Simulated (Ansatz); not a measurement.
sulfur monoxide (OS), triplet, at a GFN2-xTB geometry; CAM-B3LYP/def2-TZVP (Ansatz, a program for electronic structure).

Here is a job for Ansatz.
Ansatz 0.2 input:
```yaml
crystal:
  periodic: [false, false, false]
  atoms:
    - {symbol: O, position_ang: [-0.00000000, -0.00000000, -0.97801093]}
    - {symbol: S, position_ang: [0.00000000, 0.00000000, 0.48900547]}
basis:
  gaussian:
    orbitals: def2-TZVP
hamiltonian:
  xc: cam_b3lyp
magnetization: {spin_polarized: true, initial_magnetization: 2}
accuracy: high
```

It wrote (shortened):

```
Functional definition: CAM-B3LYP
952 factors; integrals over basis functions are off by at most 3.8e-9 eV
200 factors; integrals over basis functions are off by at most 2.1e-9 eV
mean field evaluation 1: about -12878.5008 eV, gradient 3.1e1 eV
mean field evaluation 2: about -12869.6031 eV, gradient 5.8e1 eV
mean field evaluation 4: about -12881.7690 eV, gradient 8.3e-1 eV
mean field evaluation 8: about -12881.8751 eV, gradient 9.8e-2 eV
mean field evaluation 16: about -12881.8752 eV, gradient 1.1e-4 eV
mean field -12881.87518235 eV, -473.4001813029 hartree, gradient 9.9e-8 eV, S^2 2.011048; 0 other end points of the search recorded, 0 dependent functions left out
reference -12881.87519430 eV, -473.4001817420 hartree; 13, 11 occupied and 55, 57 virtual orbitals, 952 factors
Total energy: -12881.87519430 eV, -473.4001817420 hartree
```
